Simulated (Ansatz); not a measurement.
C2H7OSi (`[CH2]C[SiH2]O`) radical, relaxed with UKS PBE0-D4/def2-TZVP in Ansatz from a PBE-D4/def2-SVP geometry. The force threshold is 0.005 eV/Å; the program also tests the step.

The species carries charge 0 and has multiplicity 2.

Start:

```xyz
11

C     0.475   -1.200    0.890
C     0.999   -0.099    0.054
Si   -0.464    0.741   -0.860
O    -1.628    1.264    0.237
H     0.129   -1.013    1.918
H     0.312   -2.205    0.471
H     1.711   -0.449   -0.727
H     1.500    0.692    0.652
H    -0.025    1.982   -1.586
H    -1.020   -0.262   -1.842
H    -1.988    0.549    0.791
```

(1) By how much does the energy fall, and how many steps does the optimiser take? (An estimate is asked.)

(2) Which bonds change most? (An estimate is asked.)

(3) Give the relaxed structure. (Best estimate.)

Results:

(1) Computed: 0.06 eV, in 9 steps.

(2) The calculation gave: Si3–O4 from 1.683 to 1.648 Å; C2–Si3 from 1.918 to 1.890 Å; Si3–H10 from 1.510 to 1.490 Å; C1–H5 from 1.101 to 1.082 Å.

(3) Computed: 
```xyz
11

C     0.480   -1.201    0.876
C     0.988   -0.088    0.059
Si   -0.458    0.730   -0.843
O    -1.604    1.262    0.216
H     0.176   -1.045    1.903
H     0.313   -2.179    0.443
H     1.696   -0.423   -0.708
H     1.479    0.680    0.664
H    -0.021    1.940   -1.584
H    -1.025   -0.271   -1.790
H    -2.023    0.595    0.763
```
